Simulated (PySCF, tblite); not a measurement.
Isomers of C4H9ClSSi, one GFN2-xTB conformer each. Single-point energies are computed at PBE0/pcSseg-1 (PySCF, gas phase, no added dispersion term), electronic only.

```
            SMILES  GFN2-xTB relative energy (kJ/mol)
C/C=C(/Cl)SC[SiH3]                              162.1
 C=CC[Si@@H](Cl)SC                               12.7
   CS[Si]1(Cl)CCC1                                0.0
```

Conformers: `[CH3:1]/[CH:2]=[C:3](/[Cl:4])[S:5][CH2:6][SiH3:7]` with C2–C3–S5–C6 170°, C3–S5–C6–Si7 -59°; `[CH2:1]=[CH:2][CH2:3][Si@@H:4]([Cl:5])[S:6][CH3:7]` with C1–C2–C3–Si4 -109°, C2–C3–Si4–Cl5 179°, C3–Si4–S6–C7 -168°; `[CH3:1][S:2][Si:3]1([Cl:4])[CH2:5][CH2:6][CH2:7]1` with C1–S2–Si3–Cl4 37°.

Task: What does PBE0/pcSseg-1 give for the same structures?

Result: 
| SMILES | PBE0/pcSseg-1 E (Eh) | PBE0/pcSseg-1 (kJ/mol) | GFN2-xTB (kJ/mol) | point group |
| --- | --- | --- | --- | --- |
| CS[Si]1(Cl)CCC1 | -1305.12567 | 0.0 | 0.0 | C1 |
| C=CC[Si@@H](Cl)SC | -1305.11348 | 32.0 | 12.7 | C1 |
| C/C=C(/Cl)SC[SiH3] | -1305.01466 | 291.5 | 162.1 | C1 |

Both levels put the same isomer lowest; measured from each level's own lowest isomer, the values differ by up to 129.4 kJ/mol (C/C=C(/Cl)SC[SiH3]: 162.1 against 291.5). As drawn, the lowest has a four-membered ring, which the highest lacks; the highest has a C=C bond outside aromatic rings, which the lowest lacks.

Task: Which frontier levels, dipoles and rotational constants go with these structures?

Result: 
| SMILES | HOMO (eV, PBE0/pcSseg-1) | LUMO (eV) | dipole (D) | A, B, C (MHz) |
| --- | --- | --- | --- | --- |
| CS[Si]1(Cl)CCC1 | -7.00 | -0.01 | 1.00 | 1920, 1169, 874.7 |
| C=CC[Si@@H](Cl)SC | -7.05 | -0.20 | 0.72 | 1866, 954.6, 674.9 |
| C/C=C(/Cl)SC[SiH3] | -6.15 | -0.14 | 0.40 | 2138, 1016, 806.8 |

Task: What happens when harmonic zero-point energies from GFN2-xTB frequencies are added?

Result: 
```
            SMILES  ZPE (kJ/mol)  electronic (kJ/mol)  with ZPE (kJ/mol)
   CS[Si]1(Cl)CCC1         322.1                  0.0                0.0
 C=CC[Si@@H](Cl)SC         309.1                 32.0               19.0
C/C=C(/Cl)SC[SiH3]         294.7                291.5              264.0
```

The zero-point energies span 27.4 kJ/mol. The order is unchanged.
